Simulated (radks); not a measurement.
The numbers below are computed, except where a source is named.
Trend from Co+ to Ir+: ionisation energy by Delta-SCF between NIST ground configurations, and size. Level of theory: Dirac Kohn-Sham, PBE, spin-unpolarised, spherical densities, finite nucleus; open shells are shared between the two j in proportion to 2j + 1; Fermi nuclear charge, rms radius of each element as measured or else 0.836 A^(1/3) + 0.57 fm (a radial shooting solver on a logarithmic mesh with Libxc functionals).

species      configuration  configuration of the ion  IE (eV)  NIST (eV)       kind   -e(HOMO) (eV)  outermost  <r> outermost (bohr)
Co+               [Ar] 3d8                  [Ar] 3d7   19.345     17.084       exp.  12.172 (3d5/2)      3d5/2                  1.14
Rh+               [Kr] 4d8                  [Kr] 4d7   19.511     18.080  semi-emp.  13.424 (4d5/2)      4d5/2                  1.55
Ir+      [Xe] 4f14 5d7 6s1             [Xe] 4f14 5d7   17.467       17.0  semi-emp.  13.563 (6s1/2)      6s1/2                  2.71

Reference values: NIST Atomic Spectra Database (exp. = measured, semi-emp. = semi-empirical, theory = theoretical value adopted there). Spin polarisation and multiplet splitting are left out, so open shells lie too high by an amount that depends on their filling. Sharing an open shell by 2j + 1 raises it above the true ground level by a part of the spin-orbit splitting, which enters the differences from NIST.

Beside tabulated values, note that spin-unpolarised runs miss the spin-polarisation part of the exchange energy of open shells.
